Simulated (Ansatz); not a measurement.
Molecule: C3H10Cl2Si2, net charge 0, singlet state. 
Geometry from a B3LYP-D3(BJ)/def2-TZVP (Ansatz, an electronic-structure program) optimisation:
```xyz
17

C     -1.2887    -1.2102    -2.1504
Si    -1.2752    -0.2846    -0.5162
C     -1.6452    -1.4377     0.9166
C     -2.4714     1.1632    -0.5456
Si     0.8850     0.5513    -0.1607
Cl     2.2224    -1.0372    -0.0907
Cl     0.9362     1.5393     1.6664
H     -0.5566    -2.0197    -2.1480
H     -1.0576    -0.5487    -2.9876
H     -2.2739    -1.6474    -2.3321
H     -0.9269    -2.2585     0.9547
H     -2.6452    -1.8666     0.8143
H     -1.6004    -0.9065     1.8689
H     -3.4969     0.8071    -0.6725
H     -2.2518     1.8478    -1.3672
H     -2.4247     1.7290     0.3866
H      1.4331     1.5016    -1.1528
```

Dipole moments at this geometry, in debye (magnitudes).

| level | program | dipole (D) |
|---|---|---|
| SVWN5/def2-TZVPD | Ansatz | 2.92 |
| PBE/def2-TZVPD | Ansatz | 2.87 |
| r2SCAN/def2-TZVPD | Ansatz | 2.88 |
| B97M-V/def2-TZVPD | Ansatz | 2.90 |
| PBE0/def2-TZVPD | Ansatz | 2.92 |
| BHLYP/def2-TZVPD | Ansatz | 2.95 |
| r2SCAN0/def2-TZVPD | Ansatz | ? |
| HSE06/def2-TZVPD | Ansatz | 2.92 |
| CAM-B3LYP/def2-TZVPD | Ansatz | 2.93 |
| LC-wPBE/def2-TZVPD | Ansatz | 2.95 |
| wB97M-V/def2-TZVPD | Ansatz | 2.91 |
| wB97X-V/def2-TZVPD | Ansatz | 2.91 |
| CCSD(T)/aug-cc-pV(D+d)Z | Ansatz | ? |

Task: Fill in the missing entries.

Result: 
- r2SCAN0/def2-TZVPD, dipole (D): 2.92
- CCSD(T)/aug-cc-pV(D+d)Z, dipole (D): 2.82
